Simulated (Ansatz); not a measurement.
**Which method gave which barrier?**

Saddle point of Si2H6F2, singlet (Si₂H₄F₂ ([F][SiH]([F])[SiH3]) + H₂ → SiH₂F₂ ([F][SiH2][F]) + SiH₄; bonds formed: Si1–H7, Si2–H6; bonds broken: Si1–Si2, H6–H7), PBE0-D4/def2-TZVP structure:

```xyz
10
angstrom
Si -0.7388 0.9285 0.1912
Si 0.7869 -1.0944 -0.4564
F -2.0664 0.8637 1.0719
F -1.4170 0.4227 -1.1917
H -0.0836 2.1786 -0.2084
H 0.3819 0.0838 0.9308
H 0.0969 0.9693 1.6253
H -0.1900 -2.1968 -0.6126
H 1.3130 -0.6192 -1.7572
H 1.9171 -1.5364 0.4072
```

Ansatz 0.2.0; basis: def2-TZVPP, with def2-QZVPP for the basis limit; cores frozen in the correlated methods. B3LYP uses VWN-RPA correlation. Extrapolation: Hartree–Fock as exp(−7.88 √X), correlation as X^−2.97. Four methods, as single points on the PBE0-D4 structures, gave these electronic barriers from the start structure: 2.171, 2.525, 2.629, 3.270 eV.

(1) The methods were, in alphabetical order, B3LYP-D4, CCSD(T), HF, PBE-D4. Which gave which? (Judge from chemistry; the calculation decides.)

No T1 diagnostic of these runs exceeds 0.014.

## Answers

(1) By the calculation: PBE-D4 2.171; B3LYP-D4 2.525; CCSD(T) 2.629; HF 3.270 eV. For comparison, CCSD(T) at an estimated basis limit (MP2 extrapolated from triple and quadruple zeta, plus CCSD(T) − MP2 in triple zeta) gives 2.597 eV.

Labels in which every atom is bracketed show which atoms are joined, not bond orders.

For scale, one of the runs: CCSD(T)/def2-TZVPP, 230 basis functions, launched by `ansatz run in.yaml --threads 4 --pin off --events-out ev --progress --plain --max-ram 9574MiB`. The run took 81 s on 4 CPU threads of an Arm Neoverse V1 (shared host), with 3.8 GiB of host memory at its peak.
